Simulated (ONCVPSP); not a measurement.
## magnesium, ONCV: configuration errors across variants

```
Element                 : Mg (Z = 12)
Generator               : ONCVPSP 4.0.1
Type                    : optimised norm-conserving Vanderbilt (ONCV)
Functional              : PBEsol
Relativity              : scalar-relativistic
Frozen core             : [Ne]
Valence charge          : 2
Reference configuration : 3s2
Partial waves           : 3s: rc 1.95 bohr, ncon 4, nbas 8, qcut 3.1 1/bohr, 2 projectors, debl 3 Ha; p scattering state at 0.25 Ha: rc 1.60 bohr, ncon 3, nbas 6, qcut 5.5 1/bohr, local
Local potential         : the p channel
Core correction         : Teter function, fcfact 4.75, rcfact 1.55
```

All-electron excitation energies from the reference (eV): (1) 3s1 7.921; (2) 3s1.5 3.129; (3) 3s1 3p1 3.474; (4) 3s0 3p1 12.230.

2 further variants failed, have other tests or too few solved ones, and are left out.

A true bound ghost makes a file unfit for plane-wave use even where its test errors are small: the radial tests pick states by their node count and pass the ghost by.

Errors AE − PS in meV (a dash: test not solved or not reliable):

```json
{"change": "base", "(1)": "-24", "(2)": "-3.4", "(3)": "+2.2", "(4)": "-76", "bound ghosts": "s", "GHOST(+) flags above zero": "none"}
{"change": "s: rc 2.16", "(1)": "-24", "(2)": "-3.3", "(3)": "+2.2", "(4)": "-76", "bound ghosts": "s", "GHOST(+) flags above zero": "none"}
{"change": "s: rc 2.4", "(1)": "-24", "(2)": "-3.1", "(3)": "+1.9", "(4)": "-79", "bound ghosts": "s", "GHOST(+) flags above zero": "s"}
{"change": "s: rc 2.58", "(1)": "-24", "(2)": "-3.1", "(3)": "+1.3", "(4)": "-83", "bound ghosts": "s", "GHOST(+) flags above zero": "s"}
{"change": "s: rc 2.86", "(1)": "-25", "(2)": "-3.2", "(3)": "-0.4", "(4)": "-93", "bound ghosts": "none", "GHOST(+) flags above zero": "s"}
```

Give the same row for: s: rc 1.86.

-24, -3.3, +2.1, -77; bound ghosts: s; GHOST(+) flags above zero: none.
